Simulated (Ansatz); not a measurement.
Steps of a relaxation of C2H5BN2, SMILES `B1C=NCN1` with RKS PBE-D4/def2-SVP.

```sh
$ ansatz run in.yaml --threads 2 --pin off --events-out ev --progress --plain --max-ram 4352MiB
```

```yaml
crystal:
  periodic: [false, false, false]
  atoms:
    - {symbol: B, position_ang: [0.051000, 1.124000, -0.267300]}
    - {symbol: C, position_ang: [1.174300, 0.514100, 0.430200]}
    - {symbol: N, position_ang: [0.825300, -0.683500, 0.693000]}
    - {symbol: C, position_ang: [-0.410300, -1.027500, 0.281000]}
    - {symbol: N, position_ang: [-1.075400, 0.107200, -0.441100]}
    - {symbol: H, position_ang: [-0.021000, 2.253400, -0.783000]}
    - {symbol: H, position_ang: [2.170200, 0.954400, 0.668000]}
    - {symbol: H, position_ang: [-0.407000, -1.918200, -0.379400]}
    - {symbol: H, position_ang: [-1.095700, -1.259300, 1.220300]}
    - {symbol: H, position_ang: [-1.128200, -0.115700, -1.418800]}
basis:
  gaussian: {orbitals: def2-SVP}
hamiltonian: {xc: pbe, dispersion: d4}
relax: {f_tol: 0.03, max_steps: 200}
```

Positions (Å) and forces (eV/Å) along the path, 9 of 9 steps:

```xyz
10
step=1 energy=-5799.2004 eV
B     0.051    1.124   -0.267   -4.025    2.052   -2.949
C     1.174    0.514    0.430    1.711    0.637    0.739
N     0.825   -0.683    0.693    3.277   -2.236    2.438
C    -0.410   -1.028    0.281   -4.128   -0.304   -0.084
N    -1.075    0.107   -0.441    3.118    1.227    1.665
H    -0.021    2.253   -0.783   -0.074   -0.514    0.180
H     2.170    0.954    0.668   -0.166   -0.486    0.234
H    -0.407   -1.918   -0.379    0.058   -0.336    0.221
H    -1.096   -1.259    1.220    1.120   -0.062   -1.312
H    -1.128   -0.116   -1.419   -0.890    0.021   -1.132
10
step=2 energy=-5799.9605 eV
B     0.082    1.146   -0.388   -2.199    0.351   -0.156
C     1.182    0.519    0.470    0.390   -0.047   -0.045
N     0.859   -0.709    0.742    1.806   -0.382    1.249
C    -0.402   -1.039    0.273   -2.152    0.300    0.005
N    -1.028    0.152   -0.391    2.260    0.057   -1.352
H    -0.017    2.255   -0.896    0.070   -0.307   -0.130
H     2.157    0.948    0.784   -0.086   -0.302    0.111
H    -0.394   -1.940   -0.377    0.081   -0.002   -0.104
H    -1.046   -1.331    1.168    0.399    0.051   -0.495
H    -1.308   -0.051   -1.381   -0.569    0.281    0.917
10
step=3 energy=-5800.2521 eV
B     0.048    1.192   -0.379    0.112   -0.810    0.019
C     1.206    0.506    0.479   -0.490   -0.106    0.434
N     0.887   -0.718    0.839    0.334    0.596   -0.517
C    -0.392   -1.043    0.273   -0.344    0.440   -0.064
N    -0.944    0.159   -0.402   -0.179   -0.451   -2.561
H    -0.023    2.223   -1.020   -0.010   -0.038    0.157
H     2.168    0.915    0.843    0.004   -0.041   -0.026
H    -0.339   -1.940   -0.387    0.160    0.177   -0.166
H    -1.041   -1.370    1.104   -0.325   -0.030    0.272
H    -1.486    0.024   -1.347    0.737    0.261    2.452
10
step=4 energy=-5800.4641 eV
B     0.051    1.133   -0.431    1.327    1.722   -0.037
C     1.174    0.520    0.483   -0.027   -0.240    0.233
N     0.890   -0.701    0.844   -0.183   -0.060   -0.085
C    -0.395   -1.050    0.260    0.390    0.279   -0.020
N    -0.881    0.123   -0.474   -1.525   -1.237   -1.373
H     0.115    2.256   -0.960   -0.453   -0.663    0.058
H     2.124    0.969    0.827    0.051   -0.061    0.071
H    -0.280   -1.937   -0.407    0.018    0.058    0.026
H    -1.093   -1.347    1.068   -0.113   -0.059    0.139
H    -1.620   -0.017   -1.205    0.514    0.260    0.987
10
step=5 energy=-5800.5447 eV
B     0.106    1.134   -0.453   -0.201    0.344    0.057
C     1.161    0.535    0.569    0.408   -0.045   -0.806
N     0.859   -0.687    0.895    0.056   -0.064   -0.108
C    -0.362   -1.037    0.232   -0.802   -0.075    0.400
N    -0.855    0.109   -0.527    0.406    0.086   -0.111
H     0.041    2.177   -1.076    0.024   -0.027    0.135
H     2.162    0.911    0.863   -0.212    0.170    0.322
H    -0.191   -1.908   -0.435    0.076   -0.153   -0.012
H    -1.108   -1.357    0.997   -0.025   -0.143    0.003
H    -1.729    0.072   -1.063    0.270   -0.092    0.121
10
step=6 energy=-5800.5973 eV
B     0.117    1.146   -0.471   -0.164   -0.263   -0.031
C     1.206    0.504    0.487    0.228    0.345    0.385
N     0.882   -0.706    0.848   -0.020    0.095    0.080
C    -0.377   -1.044    0.239   -0.051   -0.038   -0.251
N    -0.826    0.096   -0.557   -0.017    0.199    0.002
H     0.013    2.213   -1.038    0.041   -0.021    0.053
H     2.133    0.951    0.940   -0.343   -0.270   -0.376
H    -0.234   -1.943   -0.404   -0.033   -0.087    0.037
H    -1.115   -1.332    1.028    0.084    0.056   -0.052
H    -1.715    0.062   -1.071    0.274   -0.015    0.154
10
step=7 energy=-5800.6141 eV
B     0.106    1.148   -0.459    0.030   -0.021   -0.015
C     1.192    0.515    0.502    0.129    0.071    0.085
N     0.872   -0.697    0.862    0.049   -0.014   -0.014
C    -0.378   -1.046    0.237   -0.026    0.084   -0.034
N    -0.825    0.099   -0.552   -0.133   -0.037   -0.080
H     0.020    2.219   -1.019   -0.015   -0.022    0.024
H     2.142    0.939    0.895   -0.149   -0.068   -0.053
H    -0.231   -1.950   -0.398    0.002   -0.010    0.017
H    -1.118   -1.331    1.022    0.002    0.015   -0.012
H    -1.696    0.053   -1.086    0.111    0.002    0.082
10
step=8 energy=-5800.6154 eV
B     0.108    1.145   -0.461    0.004    0.022    0.017
C     1.192    0.515    0.503    0.041    0.020   -0.007
N     0.875   -0.698    0.858    0.000   -0.012    0.012
C    -0.377   -1.044    0.235   -0.017    0.009   -0.019
N    -0.824    0.098   -0.555    0.006   -0.019   -0.016
H     0.016    2.218   -1.015   -0.004   -0.001    0.001
H     2.138    0.938    0.895   -0.032   -0.012   -0.006
H    -0.233   -1.953   -0.395   -0.003   -0.008    0.006
H    -1.117   -1.324    1.021    0.004    0.005    0.003
H    -1.695    0.053   -1.085    0.000   -0.004    0.008
10
step=9 energy=-5800.6156 eV
B     0.108    1.146   -0.460    0.004   -0.002    0.004
C     1.193    0.515    0.502    0.000    0.001   -0.001
N     0.876   -0.699    0.856   -0.002    0.000   -0.002
C    -0.377   -1.044    0.233    0.001    0.002   -0.001
N    -0.820    0.096   -0.560   -0.002   -0.001   -0.002
H     0.012    2.221   -1.010   -0.001    0.004   -0.001
H     2.137    0.938    0.897   -0.001    0.000    0.000
H    -0.236   -1.958   -0.392    0.000   -0.002    0.001
H    -1.116   -1.317    1.022    0.000    0.000    0.001
H    -1.694    0.052   -1.085    0.000   -0.001    0.000
```

It took 27 s on 2 threads of an AMD EPYC on a shared host, with 0.19 GiB of host memory at the peak.
